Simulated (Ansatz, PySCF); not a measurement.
ReO3F, SMILES [O]=[Re](=[O])(=[O])[F], multiplicity 1.

Geometry: PBE0-D3(BJ)/def2-SVP. The spin state was assumed, not searched. The def2 effective core potentials stand for the cores of Re; spin–orbit coupling is left out.

Vertical ionisation energy (IE) and electron affinity (EA) in eV. Rows of orbital energies are one-electron estimates. Where ΔSCF, EOM or ADC give a negative EA the extra electron is unbound and the value depends on the basis.

```
level                                                                        IE     EA
------------------------------------------------------------------------  -----  -----
−ε(HOMO), −ε(LUMO), HF/def2-TZVP (PySCF)                                  14.41  -0.13
−ε(HOMO), −ε(LUMO), PBE/def2-TZVP (PySCF)                                  8.55   3.91
ΔSCF, CAM-B3LYP/def2-SVPD (Ansatz), final states of multiplicity 2 and 2  12.76   1.44
ΔSCF, PBE/def2-SVPD (Ansatz), final states of multiplicity 2 and 2        12.23   0.66
```

Problem. What vertical singlet–triplet gap does ΔSCF give with CAM-B3LYP/def2-SVPD (Ansatz, a program for electronic structure) and with PBE/def2-SVPD (Ansatz)? (Estimate from the structure and the level; the computed values follow.)

Solution. 4.21 and 4.48 eV (triplet above singlet where positive).
